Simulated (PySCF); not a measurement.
# How methods differ on the excitation energy of Zr²⁺

Zr²⁺ [Kr] 4d2 (3F) → Zr²⁺ [Kr] 4d1 5p1 (high-spin determinant), as a difference of total energies. Computed with PySCF 2.14 in def2-QZVPPD with the def2 core potential (28 electrons), with scalar relativity through the core potential. Correlated levels: valence: 4s2 4p6 frozen; valence and next inner shell: nothing frozen outside the core potential. The calculations carry no spin-orbit coupling.

```tsv
method	excitation energy (eV)
UHF	6.847
LDA	6.619
PBE	6.700
PBE0	6.874
r2SCAN	6.923
HSE06	6.850
B3LYP	6.776
M06	6.975
M06-L	7.261
MP2 (valence)	6.868
SCS-MP2 (valence)	6.854
MP2 (valence and next inner shell)	6.835
SCS-MP2 (valence and next inner shell)	6.869
```

The determinant of the upper state mixes LS terms, which raises its energy above the lowest term, most at the Hartree-Fock and MP2 levels.
